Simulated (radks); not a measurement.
Values are calculated unless marked as measured or tabulated.
Ionisation of neutral ytterbium, [Xe] 4f14 6s2, to [Xe] 4f14 6s1 as the strength of local exchange is varied. Level of theory: non-relativistic Kohn-Sham, Slater X-alpha exchange (alpha = 2/3 is LDA exchange), no correlation, spin-polarised, spherical densities, point nucleus; relativity is left out, which matters for an element this heavy (a radial shooting solver on a logarithmic mesh with Libxc functionals).

alpha  E(Yb) (hartree)  exchange (hartree)  IE (eV)  -e of the level emptied (eV)  <r> of it (bohr)
0.633      -13367.5259           -251.5202    4.824                    2.781 (6s)             4.363
0.667      -13381.0433           -265.3303    4.959                    2.924 (6s)             4.317
0.68       -13386.2158           -270.6185    5.011                    2.979 (6s)             4.300
0.8        -13434.0670           -319.6400    5.507                    3.511 (6s)             4.150
0.929      -13485.7181           -372.7532    6.068                    4.123 (6s)             4.001

NIST Atomic Spectra Database: 6.254 eV (measured). The central value is not met in this range of alpha. Relativity is left out here, which matters for elements this heavy.
